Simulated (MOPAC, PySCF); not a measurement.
[Mo(Cl)6], neutral singlet in the gas phase. 

Cartesian coordinates (Å):
```xyz
7

Mo    -0.0003     0.0001     0.0000
Cl     1.6984    -1.5710     0.0349
Cl     0.3342     0.3100    -2.2691
Cl     1.5352     1.6704     0.4551
Cl    -0.3351    -0.3107     2.2688
Cl    -1.5357    -1.6705    -0.4545
Cl    -1.6983     1.5717    -0.0357
```
Charge 0, multiplicity 1.

All levels are single points at this geometry (TPSS-D3(BJ)/def2-SVP); Pople sets use spherical d functions. Orbital energies aren't observables, and empty levels follow the basis.

```
level                                     HOMO (eV)  LUMO (eV)  gap (eV)  dipole (D)  vertical IE, Delta-SCF (eV)
----------------------------------------  ---------  ---------  --------  ----------  ---------------------------
B3LYP-D3(BJ)/def2-TZVP in PySCF               -8.91      -6.08      2.83        0.00                            –
PBE-D3(BJ)/def2-TZVP in PySCF                 -7.84      -6.29      1.55        0.00                            –
TPSSh-D3(BJ)/def2-TZVP in PySCF               -8.49      -6.21      2.27        0.00                            –
B3LYP/6-311+G** (LANL2DZ on Mo) in PySCF      -9.08      -6.51      2.56        0.00                            –
B3LYP/6-31G* (LANL2DZ on Mo) in PySCF         -9.08      -6.54      2.54        0.00                            –
B3LYP/LANL2DZ in PySCF                        -9.43      -6.92      2.52        0.00                            –
BP86/6-31G* (LANL2DZ on Mo) in PySCF          -8.10      -6.77      1.33        0.00                            –
M06-2X/6-31G* (LANL2DZ on Mo) in PySCF       -10.71      -6.10      4.61        0.00                            –
PBE/6-31G* (LANL2DZ on Mo) in PySCF           -8.00      -6.67      1.33        0.00                            –
SVWN5/6-31G* (LANL2DZ on Mo) in PySCF         -8.11      -6.77      1.33        0.00                            –
HF/6-31G* (LANL2DZ on Mo) in PySCF           -12.67      -4.60      8.07        0.00                            –
AM1 in MOPAC                                 -12.99      -5.14      7.85        0.00                            –
PM6 in MOPAC                                 -11.11      -2.26      8.84        0.00                            –
```
